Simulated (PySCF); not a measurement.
**Radial density of As (arsenic, neutral)**

PBEsol, [Ar] 3d10 4s2 4p3, high-spin 4S determinant. All numbers are calculated (PySCF 2.14, a scalar-relativistic core potential, in aug-cc-pwCVTZ-PP with ECP10MDF (8s7p6d4f1g, 96 functions)). This is the valence pseudo-density: the core potential removes the inner electrons and smooths the orbitals near the nucleus.

```
r (bohr)  4πr²ρ (e/bohr)  4πr²(ρα − ρβ)
0.000991       2.991e-05         0.0000
 0.00167       8.404e-05         0.0000
 0.00280       0.0002333         0.0000
 0.00471       0.0006273         0.0000
 0.00793        0.001566         0.0000
  0.0133        0.003475         0.0000
  0.0224        0.007016         0.0000
  0.0377         0.01448         0.0000
  0.0635         0.06633         0.0000
   0.107          0.5682        -0.0004
   0.180           3.849         0.0036
   0.302           16.48         0.0916
   0.508           30.56         0.1664
   0.855           13.51         0.0120
    1.44           3.646         0.9709
    2.42           1.956         1.2426
    4.07          0.3361         0.2871
    6.84         0.01097         0.0107
    11.5       1.985e-05         0.0000
```

Energies and moments cover only the electrons outside the core potential.
